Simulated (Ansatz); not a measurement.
Gas-phase electronic energies from Ansatz, PBE0-D4/def2-TZVP geometries. CBS: MP2 limit from def2 TZ/QZ plus the TZ coupled-cluster correction, frozen cores. Functionals use def2-TZVPP. Each species was taken in one conformer, which may not be the lowest.

Reaction (isomerisation): `CC(C)(O)[SiH3]` → `CO[SiH](C)C`

`CC(C)(O)[SiH3]`:

Z-matrix (Å, degrees):
```
C
C 1 1.522
H 1 1.092 2 111.1
H 1 1.098 2 110.0 3 119.5
H 1 1.093 2 111.6 3 -121.3
C 2 1.522 1 110.8 3 -177.9
O 2 1.428 1 110.2 3 -55.6
Si 2 1.905 1 110.7 3 58.9
H 6 1.093 2 111.6 1 -60.9
H 6 1.097 2 110.0 1 58.3
H 6 1.092 2 111.1 1 177.8
H 7 0.964 2 108.1 1 -61.3
H 8 1.490 2 108.9 1 61.5
H 8 1.486 2 110.1 1 -179.1
H 8 1.486 2 110.1 1 -57.8
```

`CO[SiH](C)C`:

```xyz
15

C    -0.356    0.405   -2.241
O    -0.500    0.804   -0.902
Si   -0.320   -0.233    0.369
C    -0.779    0.726    1.892
C     1.423   -0.895    0.462
H    -0.968   -0.477   -2.471
H    -0.681    1.225   -2.884
H     0.688    0.173   -2.484
H    -1.248   -1.390    0.172
H    -0.108    1.577    2.030
H    -0.715    0.094    2.782
H    -1.800    1.107    1.818
H     2.145   -0.086    0.596
H     1.526   -1.584    1.305
H     1.693   -1.444   -0.444
```

Q: Is it downhill or uphill in electronic energy at CCSD(T)/CBS, and by how much? (Best estimate.)

A: Computed: Downhill: ΔE = -179.2 kJ/mol.

Q: What do these levels give: LDA (SPW92), revPBE-D4, PBE0-D4, ωB97X-V, B2PLYP, PBE-QIDH, PBE, CAM-B3LYP, MP2/def2-SVP, MP2/def2-QZVPP, MP2/CBS(def2), CCSD/CBS(def2)? (Estimate.)

A: Computed: LDA (SPW92) -161.6, revPBE-D4 -166.9, PBE0-D4 -176.7, ωB97X-V -177.9, B2PLYP -187.6, PBE-QIDH -181.6, PBE -174.4, CAM-B3LYP -187.9, MP2/def2-SVP -151.9, MP2/def2-QZVPP -183.1, MP2/CBS(def2) -183.5, CCSD/CBS(def2) -182.9 kJ/mol.

Q: What do rigid-rotor, harmonic-oscillator terms from PBE0-D4/def2-TZVP frequencies (298.15 K, 1 bar) make of the CCSD(T)/CBS value? (Best estimate.)

A: The calculation gave: ΔZPE = +7.2 kJ/mol, ΔH = -170.0 kJ/mol, ΔS = 25 J/(mol·K), ΔG = -177.3 kJ/mol.

Largest T1 diagnostic among the species: 0.010.

At CCSD(T), def2-SVP lies +34.2 kJ/mol from the extrapolated value and def2-TZVPP +2.2 kJ/mol. In def2-TZVPP, CCSD(T) changes the Hartree–Fock value by +21.7 kJ/mol (the triples alone add +3.7 kJ/mol) and MP2 by +17.4 kJ/mol. The D4 term adds +5.0 kJ/mol with B3LYP and +2.4 kJ/mol with PBE0; it sums over pairs of atoms, weighted by their polarisabilities, and B3LYP, whose exchange is more repulsive, gets the larger term.

B3LYP here is the variant with VWN-RPA as its local correlation; programs differ in this.
